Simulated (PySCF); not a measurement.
How methods differ on the excitation energy of O

O [He] 2s2 2p4 (3P) → O [He] 2s1 2p5 (3P), as a difference of total energies. Calculation: PySCF 2.14, in x2c-TZVPPall with one added diffuse shell each of s, p, d type (6s4p3d1f, 40 functions); the spin-free X2C one-electron Hamiltonian (Gaussian nucleus). Correlated levels: valence and next inner shell: nothing frozen. The calculations carry no spin-orbit coupling.

```tsv
method	excitation energy (eV)
UHF	16.902
MP2 (valence and next inner shell)	16.009
SCS-MP2 (valence and next inner shell)	15.954
CCSD (valence and next inner shell)	15.585
CCSD(T) (valence and next inner shell)	15.269
```

**Question.** How much does correlation contribute at CCSD(T) (valence and next inner shell)?

**Answer.** 15.269 − (16.902) = -1.633 eV, measured against UHF.

The upper state lies above the first ionisation limit, where it may autoionise and the basis confines it.

The coupled-cluster amplitudes are large for the upper state (T1 above 0.03 or a double amplitude above 0.15), so a single reference is strained.
